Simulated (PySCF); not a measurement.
**Basis and Hamiltonian dependence of the excitation energy of C²⁺**

C²⁺ [He] 2s2 (1S) → C²⁺ [He] 2s1 3s1 (3S). Calculated with PySCF 2.14 from differences of total energies of unrestricted determinants, without spin-orbit coupling. Values in eV.

| basis | Hamiltonian | functions | UHF | PBE | PBE0 | MP2 (valence) | CCSD(T) (valence) | CCSD(T) (valence and next inner shell) |
| --- | --- | --- | --- | --- | --- | --- | --- | --- |
| def2-TZVPPD | non-relativistic | 37 | 27.765 | 28.524 | 28.550 | 28.806 | 29.442 | 29.436 |
| x2c-TZVPPall with one added diffuse shell each of s, p, d type | spin-free X2C | 40 | 27.779 | 28.536 | 28.562 | 28.820 | 29.456 | 29.449 |
| aug-cc-pVTZ | non-relativistic | 46 | 27.944 | 28.703 | 28.735 | 28.995 | 29.620 | n/a |
| aug-cc-pVTZ-DK | spin-free X2C | 46 | 27.957 | 28.716 | 28.748 | 29.007 | 29.632 | n/a |
| aug-cc-pwCVTZ | non-relativistic | 59 | 27.808 | 28.555 | 28.585 | 28.900 | 29.516 | 29.542 |
| aug-cc-pVTZ with one added diffuse shell each of s, p, d, f type | non-relativistic | 62 | 27.908 | 28.669 | 28.699 | 28.959 | 29.585 | n/a |
| def2-QZVPPD | non-relativistic | 63 | 27.765 | 28.519 | 28.544 | 28.861 | 29.469 | 29.468 |
| dyall-av3z | non-relativistic | 71 | 27.768 | 28.521 | 28.547 | 28.869 | 29.485 | n/a |
| x2c-QZVPPall with one added diffuse shell each of s, p, d, f type | spin-free X2C | 73 | 27.781 | 28.533 | 28.559 | 28.877 | 29.483 | 29.483 |
| dyall-acv3z | spin-free X2C | 76 | 27.782 | 28.534 | 28.560 | 28.882 | 29.498 | 29.522 |
| aug-cc-pVQZ with one added diffuse shell each of s, p, d, f, g type | non-relativistic | 105 | 27.767 | 28.514 | 28.541 | 28.882 | n/a | n/a |
| aug-cc-pCVQZ-DK | spin-free X2C | 109 | 27.786 | 28.534 | 28.560 | 28.908 | n/a | n/a |

Frozen in the all-electron rows: valence: 1s2; valence and next inner shell: nothing.
